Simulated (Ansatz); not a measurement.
`[OH][GeH2][SiH](O)Cl` + CH₃OH → `CO[SiH](O)Cl` + `[OH][GeH3]`  (cleavage of the Si–Ge bond)

Calculated with Ansatz (gas phase, PBE0-D4/def2-TZVP geometries, no zero-point term in ΔE). CCSD(T)/CBS is the MP2 limit (def2-TZVPP, def2-QZVPP) plus CCSD(T) − MP2 in def2-TZVPP, frozen cores. This one scheme is used for every species. Functionals use def2-TZVPP. B3LYP here is the variant with VWN-RPA as its local correlation; programs differ in this. For Ge outer-core shells are correlated without core-valence functions, which leaves a few kJ/mol of doubt a bond. Scalar relativity is left out up to krypton. One conformer a species, not always the lowest.

`[OH][GeH2][SiH](O)Cl`:

```xyz
10

O     0.756    1.569   -0.263
Ge    0.083    0.163   -1.175
Si   -0.598   -1.002    0.794
O    -0.461    0.137    1.954
Cl    0.677   -2.588    1.104
H     1.231    2.208   -0.798
H     1.207   -0.477   -2.013
H    -1.026    0.668   -2.123
H    -1.965   -1.562    0.823
H     0.095    0.885    1.697
```

CH₃OH:

Cartesian coordinates in Å:
```
C 0.015 -0.001 -0.356
O -0.022 0.554 0.939
H 0.070 0.831 -1.059
H -0.885 -0.584 -0.587
H 0.895 -0.638 -0.513
H -0.072 -0.162 1.576
```

`CO[SiH](O)Cl`:

Cartesian coordinates in Å:
```
C -0.568 1.271 0.872
O -0.570 -0.070 0.434
Si 0.605 -0.816 -0.400
O 0.078 -2.274 -0.875
Cl 1.095 0.367 -2.013
H -0.425 1.960 0.034
H -1.533 1.474 1.337
H 0.220 1.445 1.611
H 1.832 -1.033 0.383
H -0.734 -2.325 -1.383
```

`[OH][GeH3]`:

```xyz
6

O     1.200   -0.051   -0.664
Ge   -0.416   -0.114    0.086
H     1.775    0.595   -0.248
H    -1.162   -1.186   -0.712
H    -1.105    1.259   -0.033
H    -0.291   -0.503    1.572
```

```
             level  ΔE (kcal/mol)  difference from CCSD(T)/CBS
            PBE-D4          -20.4                          5.2
         r2SCAN-D4          -25.2                          0.4
           PBE0-D4          -22.5                          3.1
          B3LYP-D4          -25.0                          0.6
           ωB97X-V          -25.7                         -0.1
           ωB97M-V          -26.1                         -0.5
            B2PLYP          -26.7                         -1.1
               PBE          -20.8                          4.8
            r2SCAN          -25.3                          0.3
              PBE0          -22.9                          2.7
             B3LYP          -25.6                          0.0
     HF/def2-TZVPP          -32.3                         -6.7
    MP2/def2-TZVPP          -27.3                         -1.7
SCS-MP2/def2-TZVPP          -28.1                         -2.5
   CCSD/def2-TZVPP          -27.1                         -1.5
CCSD(T)/def2-TZVPP          -26.4                         -0.8
     HF/def2-QZVPP          -32.9                         -7.3
    MP2/def2-QZVPP          -27.1                         -1.5
SCS-MP2/def2-QZVPP          -28.0                         -2.4
      HF/CBS(def2)          -33.0                         -7.4
     MP2/CBS(def2)          -26.6                         -1.0
    CCSD/CBS(def2)          -26.3                         -0.7
       CCSD(T)/CBS          -25.6                            0
```

Largest T1 diagnostic among the species: 0.012.

In def2-TZVPP, CCSD(T) changes the Hartree–Fock value by +5.9 kcal/mol (the triples alone add +0.7 kcal/mol) and MP2 by +5.0 kcal/mol. From PBE to PBE0 (25 % exact exchange), in def2-TZVPP and without D4, ΔE moves by −2.1 kcal/mol.
